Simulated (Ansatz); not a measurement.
`C[NH][GaH][CH2]F` + H₂ → `C[NH][GaH2]` + `CF` at 500 K and 1 bar (hydrogenolysis of a Ga–C bond).

Program: Ansatz. Geometries: PBE0-D4/def2-TZVP. ΔE: electronic, gas phase. CBS: MP2 limit from def2 TZ/QZ plus the TZ coupled-cluster correction, frozen cores. This one scheme is used for every species. For Ga outer-core shells are correlated without core-valence functions, which leaves a few kJ/mol of doubt a bond. Scalar relativity is left out up to krypton. Each species was taken in one conformer, which may not be the lowest.

```tsv
species	CCSD(T)/CBS energy (Eh)	H − E (kJ/mol)	S (J/(mol·K))
`C[NH][GaH][CH2]F`	-2158.74211	287.8	439.1
H₂	-1.17544	41.0	145.5
`C[NH][GaH2]`	-2020.30020	213.8	353.1
`CF`	-139.63461	122.2	244.8
```

H − E and S are ideal-gas, rigid-rotor, harmonic terms from PBE0-D4/def2-TZVP, for one conformer and one mirror image of each species. The MP2-based limit puts H₂ 0.8 mEh under its directly extrapolated value; such offsets cancel only in part. 1 Eh = 2625.50 kJ/mol, R = 8.31446 J/(mol·K).

Task: By hand: ΔE, ΔH, ΔS and ΔG.

Result: ΔE = (-2020.30020) + (-139.63461) − (-2158.74211) − (-1.17544) = -0.01726 Eh = -45.3 kJ/mol. Δ(H − E) = 213.8 + 122.2 − 287.8 − 41.0 = 7.2, so ΔH = -38.1 kJ/mol. ΔS = 353.1 + 244.8 − 439.1 − 145.5 = 13.3 J/(mol·K). ΔG = -38.1 − 500 × (13.3)/1000 = -44.8 kJ/mol.

Task: By hand: the equilibrium constant, and the temperature at which ΔG would vanish if ΔH and ΔS stayed fixed.

Result: log₁₀ K = −ΔG/(RT ln 10) = 4.7. ΔH and −TΔS have one sign here, so there is no such temperature.

The number of gas molecules stays the same, so ΔS is small and ΔH decides. A doubt of 5 kJ/mol in ΔE shifts log₁₀ K by 0.5 here. Other conformers and mirror images would add mixing entropy, several J/(mol·K) or more a flexible species. Modes under 60 cm⁻¹, often nearly free rotors, make the harmonic entropy too high. These are equilibria of isolated gas molecules and say nothing of rates. Largest T1 diagnostic: 0.015 (customary marks: 0.02 for closed shells, 0.045 for open ones).
